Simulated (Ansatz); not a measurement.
Gas-phase electronic energies from Ansatz, PBE0-D4/def2-TZVP geometries. CCSD(T)/CBS is the MP2 limit (def2-TZVPP, def2-QZVPP) plus CCSD(T) − MP2 in def2-TZVPP, frozen cores. This one scheme is used for every species. DFT in def2-TZVPP. HSE06 is defined as in plane-wave codes. Each species was taken in one conformer, which may not be the lowest.

Reaction (ligand exchange at a B–F bond): `FB(F)Cl` + H₂S → `FB(S)Cl` + H–F

```json
{"level": "r2SCAN-D4", "ΔE (kcal/mol)": "17.8", "difference from CCSD(T)/CBS": "1.1"}
{"level": "PBE0-D4", "ΔE (kcal/mol)": "16.1", "difference from CCSD(T)/CBS": "-0.6"}
{"level": "HSE06-D4", "ΔE (kcal/mol)": "16.1", "difference from CCSD(T)/CBS": "-0.6"}
{"level": "BHLYP-D4", "ΔE (kcal/mol)": "19.7", "difference from CCSD(T)/CBS": "3.0"}
{"level": "MP2/def2-SVP", "ΔE (kcal/mol)": "20.9", "difference from CCSD(T)/CBS": "4.2"}
{"level": "SCS-MP2/def2-TZVPP", "ΔE (kcal/mol)": "18.1", "difference from CCSD(T)/CBS": "1.4"}
{"level": "CCSD(T)/def2-TZVPP", "ΔE (kcal/mol)": "18.1", "difference from CCSD(T)/CBS": "1.4"}
{"level": "MP2/def2-QZVPP", "ΔE (kcal/mol)": "15.7", "difference from CCSD(T)/CBS": "-1.0"}
{"level": "SCS-MP2/def2-QZVPP", "ΔE (kcal/mol)": "17.5", "difference from CCSD(T)/CBS": "0.8"}
{"level": "CCSD/CBS(def2)", "ΔE (kcal/mol)": "17.8", "difference from CCSD(T)/CBS": "1.1"}
{"level": "CCSD(T)/CBS", "ΔE (kcal/mol)": "16.7", "difference from CCSD(T)/CBS": "0"}
```

Largest T1 diagnostic among the species: 0.012.

The D4 term adds −1.5 kcal/mol with B3LYP and −0.8 kcal/mol with PBE0; it sums over pairs of atoms, weighted by their polarisabilities, and B3LYP, whose exchange is more repulsive, gets the larger term. At CCSD(T), def2-SVP lies +5.0 kcal/mol from the extrapolated value and def2-TZVPP +1.4 kcal/mol. In def2-TZVPP, CCSD(T) changes the Hartree–Fock value by −5.9 kcal/mol (the triples alone add −1.1 kcal/mol) and MP2 by −7.6 kcal/mol.

B3LYP here is the variant with VWN-RPA as its local correlation; programs differ in this.
